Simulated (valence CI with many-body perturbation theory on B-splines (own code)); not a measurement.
Values are calculated unless marked as measured or tabulated.
## Level structure of Ga17+

Level of theory: relativistic CI+MBPT: four valence electrons over a frozen Dirac-Fock core [Ne], a basis of 11 s, 11 p, 10 d, 8 f, 5 g, 2 h functions for each j, with the one-electron correlation potential Σ1, the two-electron term Σ2, the three-electron term Σ3, Breit, model QED; selected CI, second order for the rest, scaled by the run's own slope (own B-spline code, finite nucleus).

No measured spectrum was set against this ion. As an estimate, levels of excited configurations hold to 0.05 to 0.15 % of their energy, terms of the ground configuration to about 0.5 %. Among the levels kept, up to 810 cm⁻¹ of a level comes from second order outside the variational space, and about a tenth of that is noise between levels of different J, which matters for small intervals.

Levels 1 to 45 of 172, with energies above the lowest level, 3s²3p² ³P_0. "Leading %" is the weight of the configuration and term that name the level; weights of strongly mixed levels are sums over their largest components and can fall short. In the jj column 3d3/2^4 stands for four electrons in 3d with j = 3/2.

| No. | Configuration | Term | J | E (eV) | Leading % | Leading jj | g |
| --- | --- | --- | --- | --- | --- | --- | --- |
| 1 | 3s²3p² | ³P | 0 | 0.00 | 89 | 3s^2 3p1/2^2 (88 %) |  |
| 2 | 3s²3p² | ³P | 1 | 3.48 | 97 | 3s^2 3p1/2 3p3/2 (97 %) | 1.500 |
| 3 | 3s²3p² | ³P | 2 | 5.67 | 73 | 3s^2 3p1/2 3p3/2 (80 %) | 1.375 |
| 4 | 3s²3p² | ¹D | 2 | 11.76 | 73 | 3s^2 3p3/2^2 (80 %) | 1.123 |
| 5 | 3s²3p² | ¹S | 0 | 18.83 | 88 | 3s^2 3p3/2^2 (87 %) |  |
| 6 | 3s3p³ | ⁵S° | 2 | 40.11 | 95 | 3s 3p1/2 3p3/2^2 (48 %) | 1.979 |
| 7 | 3s3p³ | ³D° | 1 | 51.49 | 78 | 3s 3p1/2^2 3p3/2 (46 %) | 0.601 |
| 8 | 3s3p³ | ³D° | 2 | 51.65 | 75 | 3s 3p1/2 3p3/2^2 (57 %) | 1.218 |
| 9 | 3s3p³ | ³D° | 3 | 52.97 | 88 | 3s 3p1/2 3p3/2^2 (88 %) | 1.332 |
| 10 | 3s3p³ | ³P° | 0 | 59.21 | 90 | 3s 3p1/2 3p3/2^2 (90 %) |  |
| 11 | 3s3p³ | ³P° | 1 | 59.61 | 79 | 3s 3p1/2 3p3/2^2 (64 %) | 1.416 |
| 12 | 3s3p³ | ³P° | 2 | 59.83 | 57 | 3s 3p3/2^3 (39 %) | 1.370 |
| 13 | 3s3p³ | ¹D° | 2 | 65.17 | 42 | 3s 3p3/2^3 (33 %) | 1.089 |
| 14 | 3s3p³ | ³S° | 1 | 72.04 | 65 | 3s 3p1/2 3p3/2^2 (57 %) | 1.678 |
| 15 | 3s²3p3d | ³F° | 2 | 73.54 | 93 | 3s^2 3p1/2 3d3/2 (73 %) | 0.681 |
| 16 | 3s²3p3d | ³F° | 3 | 75.57 | 95 | 3s^2 3p1/2 3d5/2 (58 %) | 1.086 |
| 17 | 3s3p³ | ¹P° | 1 | 78.14 | 57 | 3s 3p3/2^3 (57 %) | 1.299 |
| 18 | 3s²3p3d | ³F° | 4 | 78.94 | 98 | 3s^2 3p3/2 3d5/2 (98 %) | 1.249 |
| 19 | 3s²3p3d | ³P° | 2 | 82.56 | 47 | 3s^2 3p1/2 3d5/2 (73 %) | 1.289 |
| 20 | 3s²3p3d | ³D° | 1 | 84.00 | 51 | 3s^2 3p1/2 3d3/2 (71 %) | 0.889 |
| 21 | 3s²3p3d | ¹D° | 2 | 86.45 | 35 | 3s^2 3p3/2 3d3/2 (40 %) | 1.082 |
| 22 | 3s²3p3d | ³P° | 0 | 87.03 | 88 | 3s^2 3p3/2 3d3/2 (88 %) |  |
| 23 | 3s²3p3d | ³P° | 1 | 87.75 | 54 | 3s^2 3p3/2 3d3/2 (77 %) | 1.123 |
| 24 | 3s²3p3d | ³D° | 3 | 87.86 | 83 | 3s^2 3p3/2 3d5/2 (49 %) | 1.317 |
| 25 | 3s²3p3d | ³D° | 2 | 88.46 | 44 | 3s^2 3p3/2 3d5/2 (50 %) | 1.284 |
| 26 | 3s²3p3d | ¹F° | 3 | 95.52 | 93 | 3s^2 3p3/2 3d5/2 (40 %) | 1.010 |
| 27 | 3s²3p3d | ¹P° | 1 | 98.10 | 82 | 3s^2 3p3/2 3d5/2 (66 %) | 0.987 |
| 28 | 3p⁴ | ³P | 2 | 104.80 | 50 | 3p1/2^2 3p3/2^2 (60 %) | 1.410 |
| 29 | 3p⁴ | ³P | 1 | 108.82 | 36 | 3p1/2 3p3/2^3 (36 %) | 1.052 |
| 30 | 3p⁴ | ³P | 0 | 109.20 | 52 | 3p1/2^2 3p3/2^2 (40 %) |  |
| 31 | 3s3p²3d | ⁵F | 1 | 109.30 | 66 | 3s 3p1/2 3p3/2 3d3/2 (31 %) | 0.494 |
| 32 | 3s3p²3d | ⁵F | 2 | 109.85 | 89 | 3s 3p1/2 3p3/2 3d3/2 (40 %) | 1.040 |
| 33 | 3p⁴ | ¹D | 2 | 110.91 | 52 | 3p1/2 3p3/2^3 (58 %) | 1.087 |
| 34 | 3s3p²3d | ⁵F | 3 | 111.01 | 87 | 3s 3p1/2 3p3/2 3d3/2 (41 %) | 1.278 |
| 35 | 3s3p²3d | ⁵F | 4 | 112.72 | 90 | 3s 3p1/2 3p3/2 3d5/2 (70 %) | 1.360 |
| 36 | 3s3p²3d | ⁵D | 0 | 114.11 | 96 | 3s 3p1/2 3p3/2 3d3/2 (81 %) |  |
| 37 | 3s3p²3d | ⁵D | 1 | 114.31 | 92 | 3s 3p1/2 3p3/2 3d3/2 (64 %) | 1.466 |
| 38 | 3s3p²3d | ⁵D | 2 | 114.52 | 82 | 3s 3p1/2 3p3/2 3d3/2 (47 %) | 1.431 |
| 39 | 3s3p²3d | ⁵F | 5 | 114.77 | 97 | 3s 3p3/2^2 3d5/2 (50 %) | 1.394 |
| 40 | 3s3p²3d | ⁵D | 3 | 114.86 | 71 | 3s 3p1/2 3p3/2 3d3/2 (36 %) | 1.428 |
| 41 | 3s3p²3d | ⁵D | 4 | 115.83 | 73 | 3s 3p1/2 3p3/2 3d5/2 (55 %) | 1.438 |
| 42 | 3s3p²3d | ³F | 2 | 117.67 | 88 | 3s 3p1/2 3p3/2 3d5/2 (37 %) | 0.706 |
| 43 | 3s3p²3d | ³F | 3 | 119.19 | 79 | 3s 3p1/2 3p3/2 3d5/2 (44 %) | 1.138 |
| 44 | 3s3p²3d | ³F | 4 | 121.62 | 72 | 3s 3p3/2^2 3d5/2 (76 %) | 1.292 |
| 45 | 3s3p²3d | ⁵P | 3 | 121.62 | 87 | 3s 3p1/2 3p3/2 3d5/2 (48 %) | 1.636 |

Names give the largest LS component (configuration and term), which can be under half, so a name can repeat, a term be missing and a line seem to break the LS rules; names also repeat where a configuration has a term twice.

Where two levels of one J and parity lie close, their mixing, g and order are uncertain.

The ionisation energy to 3s²3p ²P°1/2 of the next ion comes out as 639.2 eV (NIST: 640 ± 1.5 eV (semi-empirical)). All 172 levels together are meant to be complete up to 206.12 eV.
